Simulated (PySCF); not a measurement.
## Polarisability and C₆ of N³⁺ (nitrogen, charge +3)

[He] 2s2, closed-shell 1S. Calculation: PySCF 2.14, in aug-cc-pVDZ-DK (4s3p2d, 23 functions); scalar relativity by spin-free X2C-1e. Coupled (time-dependent) response in atomic units; α is the mean over directions. A double-zeta set is small for polarisabilities.

| method | mean α (bohr³) | C₆ (like pair) | S(−4) |
| --- | --- | --- | --- |
| UHF | 2.256 | 2.262 | 7.067 |
| PBE | 2.120 | 2.076 | 6.174 |
| PBE0 | 2.147 | 2.112 | 6.339 |
| BLYP | 2.160 | 2.118 | 6.515 |
| wB97X | 2.240 | 2.267 | 6.773 |

S(−4) is the Cauchy moment in α(ω) = α(0) + S(−4) ω² + …

α(iu) at wB97X:

```tsv
u (hartree)	α(iu) (bohr³)
0	2.240
0.0500	2.223
0.100	2.174
0.200	2.000
0.300	1.767
0.500	1.298
0.750	0.8739
1.00	0.6139
1.50	0.3479
2.00	0.2243
3.00	0.1156
5.00	0.04736
```

A single London oscillator, α(iu) = α/(1 + u²/ω²), gives C₆ = (3/4) ω α². Matching the computed C₆ needs ω = 4 × 2.267 / (3 × 2.240²) = 0.602 hartree.

For an ion, C₆ is the dispersion term alone; charge-induced terms of lower order in 1/R come first.
